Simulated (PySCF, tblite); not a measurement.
C7H17OP.
Cartesian coordinates in Å at the GFN2-xTB level; atoms count from 1:
```
atom  x, y, z in Å
C1     3.7404   -0.2451   -0.7338
O2     2.4681   -0.3727   -0.1605
C3     2.0830    0.7295    0.6272
C4     0.6201    0.5108    0.9746
P5    -0.1967   -0.1422   -0.5825
C6    -0.1884   -1.9375   -0.1389
C7    -1.9759    0.2566   -0.0922
C8    -2.9598   -0.5981   -0.8834
C9    -2.2434    1.7339   -0.3648
H10    4.5154   -0.1604    0.0388
H11    3.7968    0.6348   -1.3864
H12    3.9115   -1.1441   -1.3228
H13    2.1992    1.6580    0.0476
H14    2.7190    0.8046    1.5239
H15    0.1649    1.4484    1.2928
H16    0.5195   -0.2240    1.7754
H17   -0.7328   -2.1180    0.7878
H18   -0.6395   -2.5090   -0.9474
H19    0.8467   -2.2482   -0.0282
H20   -2.0996    0.0544    0.9799
H21   -2.7810   -0.4871   -1.9516
H22   -2.8698   -1.6506   -0.6271
H23   -3.9826   -0.2854   -0.6754
H24   -1.5340    2.3706    0.1607
H25   -3.2480    2.0082   -0.0454
H26   -2.1541    1.9350   -1.4305
```

Level of theory: PBE0/pcSseg-1 in PySCF (dipole) on a GFN2-xTB geometry, gas phase.

Masses are those of the commonest isotopes; rigid-rotor values at the optimised geometry. The values belong to one conformer with, in the numbering `[CH3:1][O:2][CH2:3][CH2:4][P:5]([CH3:6])[CH:7]([CH3:8])[CH3:9]`, C1–O2–C3–C4 171°, O2–C3–C4–P5 -41°, C3–C4–P5–C6 99°, C4–P5–C7–C8 -159°.

What are A, B and C (cm⁻¹)?

Ia = 193.37, Ib = 706.30, Ic = 800.43 u·Å²; 505379 MHz·u·Å²/I gives 2614, 715.5 and 631.4 MHz, that is A = 0.08718, B = 0.02387, C = 0.02106 cm⁻¹.

Classify the top.

A near-prolate asymmetric top. Ray's parameter κ = (2B − A − C)/(A − C) = -0.915; −1 is the prolate and +1 the oblate limit.

Is it planar, by Δ = Ic − Ia − Ib?

Not planar: Δ = Ic − Ia − Ib = -99.24 u·Å². For a rigid frame Δ = −2 Σ m c², so Σ m c² = 49.62 u·Å² lies off the ab plane: 19.14 from hydrogen and 30.48 from heavier atoms. The atom farthest from that plane is 1.92 Å away.

Where do the levels up to J = 3 lie, in MHz?

Above 0(0,0):
J = 1: 1(0,1) 1347, 1(1,1) 3245, 1(1,0) 3329
J = 2: 2(0,2) 4038, 2(1,2) 5855, 2(1,1) 6107, 2(2,1) 11801, 2(2,0) 11804
J = 3: 3(0,3) 8068, 3(1,3) 9767, 3(1,2) 10272, 3(2,2) 15842, 3(2,1) 15856, 3(3,1) 25544, 3(3,0) 25544

Predict some low-J microwave lines.

The dipole components are |μa| = 1.03 D, |μb| = 0.78 D, |μc| = 0.85 D. Intensities carry the squares of the components, which stand as 1.00 : 0.57 : 0.69 (a : b : c). Some lines, for components of 0.1 D or more:

```
type  branch         J(Ka,Kc)    MHz  lower level (cm⁻¹)
   b       R  2(0,2) ← 1(1,1)    793               0.108
   b       Q  2(1,1) ← 2(0,2)   2069               0.135
   b       R  3(0,3) ← 2(1,2)   2213               0.195
   a       R  2(0,2) ← 1(0,1)   2691               0.045
   a       R  2(1,1) ← 1(1,0)   2778               0.111
   a       R  3(1,3) ← 2(1,2)   3913               0.195
   a       R  3(1,2) ← 2(1,1)   4165               0.204
   b       R  2(1,2) ← 1(0,1)   4508               0.045
   c       R  2(1,1) ← 1(0,1)   4760               0.045
   c       Q  3(2,2) ← 3(1,2)   5570               0.343
   b       Q  3(2,1) ← 3(1,2)   5583               0.343
   b       Q  2(2,0) ← 2(1,1)   5697               0.204
   b       R  3(1,3) ← 2(0,2)   5729               0.135
   b       Q  2(2,1) ← 2(1,2)   5947               0.195
   b       Q  3(2,2) ← 3(1,3)   6074               0.326
   c       R  2(2,1) ← 1(1,1)   8556               0.108
   b       Q  3(3,0) ← 3(2,1)   9689               0.529
   c       R  3(2,2) ← 2(1,2)   9987               0.195
   b       R  3(2,1) ← 2(1,2)  10001               0.195
   b       R  3(3,1) ← 2(2,0)  13740               0.394
   c       R  3(3,1) ← 2(2,1)  13743               0.394
   b       R  3(3,0) ← 2(2,1)  13743               0.394
```

Estimate the classical rotational partition function at 50 K, 100 K and 200 K.

Point group C1, symmetry number σ = 1; q = (√π/σ)·√((kT/h)³/(ABC)), k/h = 20836.6 MHz/K: 54900 at 50 K, 155000 at 100 K, 439000 at 200 K.

Its GFN2-xTB frequencies are all real (lowest 45 cm⁻¹). Zero-point vibration and centrifugal distortion are left out. A rigid rotor knows nothing of internal rotation, which can split or shift real lines.
